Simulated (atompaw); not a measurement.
What one change does to a pseudopotential (dysprosium, PAW (atompaw))

dysprosium, PAW, made with atompaw 4.2.0.5 (LDA (PW92), scalar-relativistic). Core [Xe], reference 4f10 5d0 6s0 6p0 (charge +2). Waves: 6s (bound, empty): rc 3.00 bohr; 6s channel at -0.6 Ry: rc 3.00 bohr; 6p (bound, empty): rc 3.00 bohr; 6p channel at 0.7 Ry: rc 3.00 bohr; 5d (bound, empty): rc 3.00 bohr; 5d channel at 0.1 Ry: rc 3.00 bohr; 4f (bound): rc 0.90 bohr; 4f channel at 0.25 Ry: rc 0.90 bohr. Local part: bessel scheme, radius 2.25 bohr. Core correction: smooth core density matched at 1.65 bohr. Augmentation charge: besselshape compensation charge, radius 2.70 bohr; PAW radius 3.00 bohr; waves and projectors: custom polynom gramschmidtortho.

Change: reference 4f10 5d0 6s2 6p0.

Cutoffs: the cutoffs (Ry, on a coarse ladder) from which the occupation-weighted sum of valence levels, in a spherical-Bessel basis at the reference potential, stays within 10 and 1 mRy of its value at 400 Ry; they do not see the model core or the augmentation charge, which bear on the density cutoff.

Question: What does the change do?

Answer: Both files keep a bound ghost (p, s); the range in which the s phases agree widens (upper end 3.4 → 4.6).

```csv
quantity,base,changed
"cutoff, loose",260 Ry,260 Ry
"cutoff, tight",over 300 Ry,over 300 Ry
bound ghosts,"s, p","s, p"
s: phases at 3.00 bohr within 0.05 rad from the reference energy up to (Ry; the scan ends near 5),3.4,4.6
p: phases at 3.00 bohr within 0.05 rad from the reference energy up to (Ry; the scan ends near 5),4.8,to the end of the scan
d: phases at 3.00 bohr within 0.05 rad from the reference energy up to (Ry; the scan ends near 5),1.4,2.4
f: phases at 3.00 bohr within 0.05 rad from the reference energy up to (Ry; the scan ends near 5),4.0,4.9
lowest overlap eigenvalue by channel,"s 0.24, p 0.55, d 0.92, f 1.00","s 0.45, p 0.73, d 0.95, f 1.00"
```

 A true bound ghost makes a file unfit for plane-wave use even where its test errors are small: the radial tests pick states by their node count and pass the ghost by. The cutoffs see the waves, projectors and local potential, not the compensation charge or the core.
